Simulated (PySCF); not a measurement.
B₂F₃, multiplicity 2. Atoms are numbered in the order given.

```xyz
5

F      2.2205     0.1575     0.0000
B      1.0623    -0.4205     0.0000
B     -0.5642    -0.0176     0.0000
F     -1.2486     0.0429    -1.1313
F     -1.2486     0.0429     1.1313
```
Charge 0, spin multiplicity 2.

Geometry optimised at PBE0-D3(BJ)/def2-SVP. The isomer is the one that the SMILES or the coordinates give; other isomers of the formula were not compared. Other conformers were not sampled.

Calculation: B3LYP/def2-TZVPD (PySCF).

Mulliken values depend strongly on the basis, most of all with diffuse functions as here. Atomic charges (e):

```
atom  meta-Löwdin  Mulliken  Mulliken spin
----  -----------  --------  -------------
F1              ?     -0.19           0.04
B2              ?      0.18           0.77
B3              ?      0.51           0.16
F4              ?     -0.25           0.02
F5              ?     -0.25           0.02
```

### Question
Fill in the missing entries. (Estimate from the structure and the level; the computed values follow.)

### Answer

- F1, meta-Löwdin: -0.21
- B2, meta-Löwdin: 0.27
- B3, meta-Löwdin: 0.51
- F4, meta-Löwdin: -0.29
- F5, meta-Löwdin: -0.29
